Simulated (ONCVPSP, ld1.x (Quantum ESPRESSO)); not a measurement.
Potentials for Zn (Z = 30) compared

Generated with ld1.x 7.5 (TM, RRKJ, ultrasoft, PAW), atompaw 4.2 or ONCVPSP 4.0.1. The cutoff is in Ry: for ld1.x and atompaw files where the sum of valence levels is converged to 10 mRy in a Bessel basis, for ONCV files where the hardest occupied wave has 1 mHa per electron of residual kinetic energy. The error is the largest all-electron minus pseudo excitation energy over each file’s own four to seven test configurations (ionisations up to +4, promotions, holes and added fractions of an electron), all of which were solved. The labels leave out finer settings (local radius, basis sizes, second energies), which also bear on the numbers. Spin-polarised tests are not counted. The rows are a selection from randomly drawn settings: files with unsolved tests, undetermined cutoffs or missed reference levels are left out.

A true bound ghost makes a file unfit for plane-wave use even where its test errors are small: the radial tests pick states by their node count and pass the ghost by.

| potential | cutoff (Ry) | largest error (meV) | bound ghosts |
| --- | --- | --- | --- |
| PAW, PBE, scalar-relativistic, rc 2.10/1.20/1.10/1.70 (spdf), local smoothed, core correction yes, reference 3p6 3d10 4s2 4p0 | 120 | -47 | none |
| ONCV, PBEsol, fully relativistic, rc 0.95/1.05/1.45/1.25 (spdf), local smoothed, core correction yes, reference 3s2 3p6 3d10 4s2, qcut 12.6/16.6/9.5/10.4, projectors 2/1/2/3 | 116 | +53 | none |
| ONCV, PBEsol, scalar-relativistic, rc 0.90/1.00/0.75 (spd), local smoothed, core correction yes, reference 3s2 3p6 3d10, qcut 15.2/15.3/15.1, projectors 1/2/2 | 495 | +680 | none |
| ONCV, PBEsol, fully relativistic, rc 1.25/1.00/0.70 (spd), local smoothed, core correction yes, reference 3s2 3p6 3d10 4s2, qcut 8.1/15.6/19.2, projectors 2/2/3 | 324 | +3.4 | none |
| ONCV, PBE, scalar-relativistic, rc 2.10/1.60/1.30 (spd), local smoothed, core correction yes, reference 3d10 4s1, qcut 3.7/4.6/11.1, projectors 2/2/3 | 108 | -111 | p |
| ONCV, LDA (Perdew-Zunger), scalar-relativistic, rc 1.30/0.75/1.40 (spd), local smoothed, core correction yes, reference 3s2 3p6 3d10 4s2, qcut 9.4/12.7/10.7, projectors 2/2/1 | 97 | -898 | none |

Problem. Fill in the row for Zn: ONCV, PBEsol, scalar-relativistic, rc 1.35/1.15/0.70 (spd), local smoothed, core correction yes, reference 3s2 3p6 3d10 4s2, qcut 11/14.6/15.1, projectors 2/3/2.

Solution. cutoff 496 Ry, largest error -30 meV, bound ghosts: none.

Problem. Fill in the row for Zn: ONCV, PBEsol, scalar-relativistic, rc 1.05/0.75/1.15 (spd), local smoothed, core correction yes, reference 3s2 3p6 3d10 4s2, qcut 11/9.4/11.9, projectors 2/3/2.

Solution. cutoff 129 Ry, largest error -271 meV, bound ghosts: none.
